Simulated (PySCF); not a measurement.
H$_{2}$CdS$_{2}$, singlet, at a GFN2-xTB geometry (such geometries of metal compounds can be far from the true shape) (core potentials on Cd); DF-R2SCAN/def2-TZVPP (PySCF).

Here is a job for PySCF.
```python
from pyscf import gto, scf, dft

mol = gto.Mole()
mol.atom = '''
    Cd    0.07629878   -0.30266781   -0.27343603
    S     0.14826974    1.94359821   -1.12437053
    H     0.44234152    1.67704270   -2.38905359
    S    -0.38710333   -0.99617498    1.98029125
    H    -0.28334568   -2.30775948    1.81925169
'''
mol.basis = 'def2-tzvpp'
mol.ecp = {'Cd': 'def2-tzvpp'}
mol.verbose = 4
mol.max_memory = 1800
mol.build()

mf = dft.RKS(mol)
mf.xc = 'r2scan'
mf = mf.density_fit(auxbasis='def2-universal-jkfit')
mf.kernel()
```

Problem. What does PySCF print? Leave out banner, timings and long lists.

Solution. 
```
PySCF version 2.14.0

[INPUT] verbose = 4
[INPUT] num. atoms = 5
[INPUT] num. electrons = 54
[INPUT] charge = 0
[INPUT] spin (= nelec alpha-beta = 2S) = 0
[INPUT] symmetry False subgroup None
[INPUT] Mole.unit = angstrom
[INPUT] Symbol           X                Y                Z      unit          X                Y                Z       unit  Magmom
[INPUT]  1 Cd     0.076298780000  -0.302667810000  -0.273436030000 AA    0.144183797838  -0.571959267622  -0.516719209288 Bohr   0.0
[INPUT]  2 S      0.148269740000   1.943598210000  -1.124370530000 AA    0.280189201160   3.672868313095  -2.124752364232 Bohr   0.0
[INPUT]  3 H      0.442341520000   1.677042700000  -2.389053590000 AA    0.835904326324   3.169151402201  -4.514656982009 Bohr   0.0
[INPUT]  4 S     -0.387103330000  -0.996174980000   1.980291250000 AA   -0.731519275607  -1.882497884344   3.742208109373 Bohr   0.0
[INPUT]  5 H     -0.283345680000  -2.307759480000   1.819251690000 AA   -0.535445733779  -4.361033378569   3.437887445752 Bohr   0.0

nuclear repulsion = 195.746365629381
number of shells = 56
number of NR pGTOs = 239
number of NR cGTOs = 168
basis = def2-tzvpp
ecp = {'Cd': 'def2-tzvpp'}

******** <class 'pyscf.df.df_jk.DFRKS'> ********
method = DFRKS
initial guess = minao
damping factor = 0
level_shift factor = 0
DIIS = <class 'pyscf.scf.diis.CDIIS'>
diis_start_cycle = 1
diis_space = 8
diis_damp = 0
SCF conv_tol = 1e-09
SCF conv_tol_grad = None
SCF max_cycles = 50
direct_scf = False
XC library pyscf.dft.libxc version 7.1.2
    S. Lehtola, C. Steigemann, M. J. T. Oliveira, and M. A. L. Marques,  SoftwareX 7, 1–5 (2018)
XC functionals = r2scan
    J. W. Furness, A. D. Kaplan, J. Ning, J. P. Perdew, and J. Sun,  J. Phys. Chem. Lett. 11, 8208–8215 (2020)
    J. W. Furness, A. D. Kaplan, J. Ning, J. P. Perdew, and J. Sun,  J. Phys. Chem. Lett. 11, 9248–9248 (2020)
    J. W. Furness, A. D. Kaplan, J. Ning, J. P. Perdew, and J. Sun,  J. Phys. Chem. Lett. 11, 8208–8215 (2020)
    J. W. Furness, A. D. Kaplan, J. Ning, J. P. Perdew, and J. Sun,  J. Phys. Chem. Lett. 11, 9248–9248 (2020)
radial grids:
    Treutler-Ahlrichs [JCP 102, 346 (1995); DOI:10.1063/1.469408] (M4) radial grids

becke partition: Becke, JCP 88, 2547 (1988); DOI:10.1063/1.454033
pruning grids: <function nwchem_prune>
grids dens level: 3
symmetrized grids: False
atomic radii adjust function: <function treutler_atomic_radii_adjust>
small_rho_cutoff = 0
Set gradient conv threshold to 3.16228e-05
Initial guess from minao.
tot grids = 79768
init E= -953.257545417968
  HOMO = -0.600499276860799  LUMO = -0.591008616533895  gap/eV = 0.25825
cycle= 1 E= -962.729417940837  delta_E= -9.47  |g|= 3.98  |ddm|= 6.58
  HOMO = 0.150805129473337  LUMO = 0.171758741353158  gap/eV = 0.57018
cycle= 2 E= -927.914119364361  delta_E= 34.8  |g|= 7.92  |ddm|= 15.9
  HOMO = -0.287187965135815  LUMO = -0.270358787042644  gap/eV = 0.45795
cycle= 3 E= -962.229866765072  delta_E= -34.3  |g|= 3.21  |ddm|= 15.7
  HOMO = -0.393804225706454  LUMO = -0.224992399839124  gap/eV = 4.59360
cycle= 4 E= -965.003730784597  delta_E= -2.77  |g|= 1.55  |ddm|= 4.49
  HOMO = -0.164109026233859  LUMO = -0.110088736105604  gap/eV = 1.46997
cycle= 5 E= -965.196044820792  delta_E= -0.192  |g|= 0.964  |ddm|= 1.81
  HOMO = -0.223412141674336  LUMO = -0.132531891941397  gap/eV = 2.47298
cycle= 6 E= -965.408136655832  delta_E= -0.212  |g|= 0.257  |ddm|= 0.918
  HOMO = -0.227749081707186  LUMO = -0.13549391170649  gap/eV = 2.51039
cycle= 7 E= -965.422874941499  delta_E= -0.0147  |g|= 0.109  |ddm|= 0.26
  HOMO = -0.224260691703981  LUMO = -0.127207563965783  gap/eV = 2.64095
cycle= 8 E= -965.425043289005  delta_E= -0.00217  |g|= 0.0233  |ddm|= 0.0836
  HOMO = -0.223538453735043  LUMO = -0.127733439173937  gap/eV = 2.60699
cycle= 9 E= -965.425134575538  delta_E= -9.13e-05  |g|= 0.00536  |ddm|= 0.0218
  HOMO = -0.223667781837422  LUMO = -0.127992925566033  gap/eV = 2.60345
cycle= 10 E= -965.425141213021  delta_E= -6.64e-06  |g|= 0.000758  |ddm|= 0.00509
  HOMO = -0.223709939704957  LUMO = -0.127991632736567  gap/eV = 2.60463
cycle= 11 E= -965.425141407809  delta_E= -1.95e-07  |g|= 7.55e-05  |ddm|= 0.000978
  HOMO = -0.22370545723248  LUMO = -0.127991761989918  gap/eV = 2.60450
cycle= 12 E= -965.425141409371  delta_E= -1.56e-09  |g|= 2.46e-05  |ddm|= 0.000101
  HOMO = -0.223703579746868  LUMO = -0.12798998513982  gap/eV = 2.60450
cycle= 13 E= -965.425141409466  delta_E= -9.48e-11  |g|= 1.08e-05  |ddm|= 3.44e-05
  HOMO = -0.223704147166121  LUMO = -0.127990165256421  gap/eV = 2.60451
Extra cycle  E= -965.425141409332  delta_E= 1.34e-10  |g|= 2.2e-05  |ddm|= 4.16e-05
converged SCF energy = -965.425141409332
```
